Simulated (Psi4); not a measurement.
Method: SAPT0/jun-cc-pVDZ, frozen core run with Psi4.

Psi4 input:

```
molecule {
0 1
F 1.51531649 -0.25569120 -0.30938872
Si -0.00003042 -0.00002141 0.00000725
F -0.24340323 1.53608175 0.19687248
F -0.87175848 -0.51580044 -1.19633387
F -0.40012437 -0.76456870 1.30884286
--
0 1
O 1.57761492 0.91944481 2.08658818
S 2.99801641 1.04068380 1.89340795
O 3.80948084 1.51219607 2.98371606
units angstrom
symmetry c1
no_reorient
no_com
}
set basis jun-cc-pvdz
set scf_type df
set freeze_core true
energy('sapt0')
```

Part of the output:

```
    SAPT Results
  --------------------------------------------------------------------------------------------------------
    Electrostatics                -13.90752332 [mEh]      -8.72710264 [kcal/mol]     -36.51419745 [kJ/mol]
      Elst10,r                    -13.90752332 [mEh]      -8.72710264 [kcal/mol]     -36.51419745 [kJ/mol]

    Exchange                       20.17337455 [mEh]      12.65898365 [kcal/mol]      52.96518759 [kJ/mol]
      Exch10                       20.17337455 [mEh]      12.65898365 [kcal/mol]      52.96518759 [kJ/mol]
      Exch10(S^2)                  20.02828349 [mEh]      12.56793763 [kcal/mol]      52.58425105 [kJ/mol]

    Induction                      -2.57883613 [mEh]      -1.61824410 [kcal/mol]      -6.77073332 [kJ/mol]
      Ind20,r                     -11.23251597 [mEh]      -7.04851019 [kcal/mol]     -29.49096662 [kJ/mol]
      Exch-Ind20,r                  9.07210975 [mEh]       5.69283481 [kcal/mol]      23.81882086 [kJ/mol]
      delta HF,r (2)               -0.41842991 [mEh]      -0.26256873 [kcal/mol]      -1.09858757 [kJ/mol]

    Dispersion                     -4.46412165 [mEh]      -2.80127863 [kcal/mol]     -11.72054977 [kJ/mol]
      Disp20                       -5.48541125 [mEh]      -3.44214753 [kcal/mol]     -14.40194525 [kJ/mol]
      Exch-Disp20                   1.02128960 [mEh]       0.64086890 [kcal/mol]       2.68139547 [kJ/mol]
      Disp20 (SS)                  -2.74270562 [mEh]      -1.72107376 [kcal/mol]      -7.20097262 [kJ/mol]
      Disp20 (OS)                  -2.74270562 [mEh]      -1.72107376 [kcal/mol]      -7.20097262 [kJ/mol]
      Exch-Disp20 (SS)              0.55297991 [mEh]       0.34700013 [kcal/mol]       1.45184856 [kJ/mol]
      Exch-Disp20 (OS)              0.46830969 [mEh]       0.29386877 [kcal/mol]       1.22954691 [kJ/mol]

  Total HF                          3.68701510 [mEh]       2.31363691 [kcal/mol]       9.68025682 [kJ/mol]
  Total SAPT0                      -0.77710655 [mEh]      -0.48764172 [kcal/mol]      -2.04029296 [kJ/mol]
```
